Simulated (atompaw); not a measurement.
Cl: one change to a PAW (atompaw) potential, before and after

| Quantity | Value |
| --- | --- |
| Element | Cl (Z = 17) |
| Generator | atompaw 4.2.0.5 |
| Type | PAW |
| Functional | LDA (PW92) |
| Relativity | scalar-relativistic |
| Frozen core | [Ne] |
| Valence charge | 7 |
| Reference configuration | 3s2 3p3 (charge +2) |
| Partial waves | 3s (bound): rc 1.50 bohr; 3s channel at 1.6 Ry: rc 1.50 bohr; 3p (bound): rc 1.50 bohr; 3p channel at -1.8 Ry: rc 1.50 bohr; 3d channel at 0.15 Ry: rc 1.40 bohr; 3d channel at 2.95 Ry: rc 1.40 bohr |
| Local potential | bessel scheme, radius 1.00 bohr |
| Core correction | smooth core density matched at 0.95 bohr |
| Augmentation charge | sinc compensation charge, radius 1.15 bohr; PAW radius 1.50 bohr; waves and projectors: custom polynom vanderbiltortho |

All-electron outer shells of the reference configuration (LDA (PW92), scalar-relativistic, ld1.x):

| shell | level (eV) | outermost node (bohr) | outermost maximum (bohr) |
| --- | --- | --- | --- |
| 3s | -44.87 | 0.55 | 1.24 |
| 3p | -31.76 | 0.53 | 1.34 |

Change: wave 3s (bound): rc 1.50 bohr becomes 3s (bound): rc 1.12 bohr.

Cutoffs: the cutoffs (Ry, on a coarse ladder) from which the occupation-weighted sum of valence levels, in a spherical-Bessel basis at the reference potential, stays within 10 and 1 mRy of its value at 400 Ry; they do not see the model core or the augmentation charge, which bear on the density cutoff.

What does the change do?

The potential gets harder (21 Ry and 30 Ry → 40 Ry and 70 Ry); neither file shows a bound ghost.

| quantity | base | changed |
| --- | --- | --- |
| cutoff, loose | 21 Ry | 40 Ry |
| cutoff, tight | 30 Ry | 70 Ry |
| loose cutoff by channel (10 mRy a level) | s 15 Ry, p 15 Ry | s 35 Ry, p 15 Ry |
| bound ghosts | none | none |
| s: phases at 1.50 bohr within 0.05 rad from the reference energy up to (Ry; the scan ends near 5) | to the end of the scan | to the end of the scan |
| p: phases at 1.50 bohr within 0.05 rad from the reference energy up to (Ry; the scan ends near 5) | to the end of the scan | to the end of the scan |
| d: phases at 1.50 bohr within 0.05 rad from the reference energy up to (Ry; the scan ends near 5) | to the end of the scan | to the end of the scan |
| lowest overlap eigenvalue by channel | s 0.11, p 0.71, d 0.96 | s 0.04, p 0.71, d 0.96 |

 The cutoffs see the waves, projectors and local potential, not the compensation charge or the core.
